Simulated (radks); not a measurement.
Results of a calculation; reference values are marked as such.
Species: Rb. Configuration: [Ar] 3d10 4s2 4p5 5s2 (not the ground configuration). Code: a radial shooting solver on a logarithmic mesh with Libxc functionals. Model: Dirac Kohn-Sham, XLYP, spin-unpolarised, spherical densities, point nucleus; open shells fill j = l - 1/2 first.

Normalised radial functions P(r) = r R(r) (large component), r in bohr:

```
   r/bohr * 4p1/2 (the largest magnitude, 0.87, reaches the edge; | marks zero)
 0.006871                             *
 0.009238                             |*
  0.01242                             |*
   0.0167                             |*
  0.02227                             | *
  0.02995                             |  *
  0.04026                             |    *
  0.05413                             |     *
  0.07277                             |       *
  0.09784                             |       *
   0.1315                             |     *
   0.1769                             |*
   0.2378                       *     |
   0.3171                 *           |
   0.4264                 *           |
   0.5733                         *   |
   0.7708                             |         *
    1.036                             |                     *
    1.393                             |                          *
    1.873                             |                     *
    2.518                             |            *
    3.386                             |     *
    4.516                             | *
    6.072                             *
    8.163                             *
    10.97                             *
    14.76                             *
```

4p1/2: eigenvalue -20.931 eV, 2 radial nodes at r = 0.184, 0.631 bohr, <r> = 1.64 bohr, 90 % of the charge inside 2.47 bohr.
